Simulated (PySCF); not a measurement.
**Working out the ionisation energy of F²⁺**

F²⁺ [He] 2s2 2p3 (4S) → F³⁺ [He] 2s2 2p2 (3P). Calculation: PySCF 2.14, in x2c-QZVPPall with one added diffuse shell each of s, p, d, f type (8s5p4d3f1g, 73 functions); scalar relativity by spin-free X2C-1e. Frozen: nothing. Energies in hartree (1 hartree = 27.21139 eV):

```
            part  F²⁺ (lower)  F³⁺ (upper)
             UHF   -97.701521   -95.413777
CCSD correlation    -0.146002    -0.129521
             (T)    -0.001522    -0.001480
```

**Question.** What does Hartree-Fock give?

**Answer.** (-95.413777) − (-97.701521) = 2.287744 hartree = 62.253 eV.

**Question.** What do CCSD and CCSD(T) give?

**Answer.** The CCSD correlation energies differ by 0.016481 hartree = 0.448 eV and the triples by 0.000042 hartree = 0.001 eV, so CCSD gives 62.701 eV and CCSD(T) 62.702 eV.

A first-order spin-orbit estimate adds -0.055 eV to CCSD(T) (valence and next inner shell), giving 62.647 eV against 62.708 eV (semi-empirical (NIST evaluation); NIST Atomic Spectra Database, ionization energies).

What remains against the reference includes basis incompleteness and higher excitations.
